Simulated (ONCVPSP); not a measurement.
# u(r) = r·R(r): atom against pseudo-atom (manganese (Mn))

Columns: radius, all-electron u(r) and pseudo u(r) of the 3d shell (level -4.89 eV) of manganese in the configuration [Ne] 3s2 3p6 3d5.5 4s1.5; PBE, scalar-relativistic, ONCV scheme, ONCVPSP 4.0.1.

```
r (bohr)  all-electron  pseudo
   0.080        0.0336  0.0038
   0.160        0.1552  0.0289
   0.240        0.3200  0.0899
   0.320        0.4828  0.1925
   0.400        0.6203  0.3317
   0.480        0.7253  0.4940
   0.560        0.7982  0.6588
   0.640        0.8422  0.8034
   0.720        0.8625  0.9101
   0.800        0.8646  0.9708
   0.880        0.8534  0.9864
   0.960        0.8330  0.9636
   1.040        0.8065  0.9126
   1.120        0.7762  0.8470
   1.200        0.7437  0.7811
   1.280        0.7104  0.7248
   1.360        0.6769  0.6805
   1.440        0.6439  0.6443
   1.520        0.6118  0.6118
   1.600        0.5809  0.5808
   1.680        0.5512  0.5511
   1.760        0.5228  0.5228
   1.840        0.4958  0.4958
   1.920        0.4702  0.4702
   2.000        0.4460  0.4460
   2.080        0.4231  0.4230
```

Task: How many radial nodes do the two functions have?

Result: The all-electron 3d function has n − l − 1 = 0; the pseudo-wave has 0.

Task: At about which radius was the pseudo-wave matched?

Result: 1.60 bohr. The columns agree to 0.0005 from 1.44 bohr on; several derivatives are matched, so the curves merge somewhat inside the radius.

Task: Is the pseudo-wave norm-conserving?

Result: Yes: the ONCV scheme keeps the norm inside the radius equal to the all-electron one, which fixes the energy derivative of the logarithmic derivative at the level.
